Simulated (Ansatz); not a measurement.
Reaction (ligand exchange at the Sn–F bond): `C[CH2][Sn][F]` + HCl → `C[CH2][Sn][Cl]` + H–F

Gas-phase electronic energies from Ansatz, PBE0-D4/def2-TZVP geometries. CBS: MP2 limit from def2 TZ/QZ plus the TZ coupled-cluster correction, frozen cores. This one scheme is used for every species. Functionals use def2-TZVPP. Elements past krypton have def2 core potentials. For Sn outer-core shells are correlated without core-valence functions, which leaves a few kJ/mol of doubt a bond. Each species was taken in one conformer, which may not be the lowest.

```json
{"species": "`C[CH2][Sn][F]`", "LDA (SPW92) energy (Eh)": "-391.74307"}
{"species": "HCl", "LDA (SPW92) energy (Eh)": "-459.31375"}
{"species": "`C[CH2][Sn][Cl]`", "LDA (SPW92) energy (Eh)": "-751.23014"}
{"species": "H–F", "LDA (SPW92) energy (Eh)": "-99.83933"}
```

Question: Work out ΔE.

Answer: ΔE = (-751.23014) + (-99.83933) − (-391.74307) − (-459.31375) = -0.01265 Eh = -33.2 kJ/mol. CCSD(T)/CBS gives -38.1 kJ/mol.

Largest T1 diagnostic among the species: 0.015.

At CCSD(T), def2-SVP lies +10.3 kJ/mol from the extrapolated value and def2-TZVPP +1.8 kJ/mol. The D4 term adds −6.3 kJ/mol with B3LYP and −3.4 kJ/mol with PBE0; it sums over pairs of atoms, weighted by their polarisabilities, and B3LYP, whose exchange is more repulsive, gets the larger term. From BLYP to BHLYP (50 % exact exchange), in def2-TZVPP and without D4, ΔE moves by −12.5 kJ/mol.

B3LYP here is the variant with VWN-RPA as its local correlation; programs differ in this.
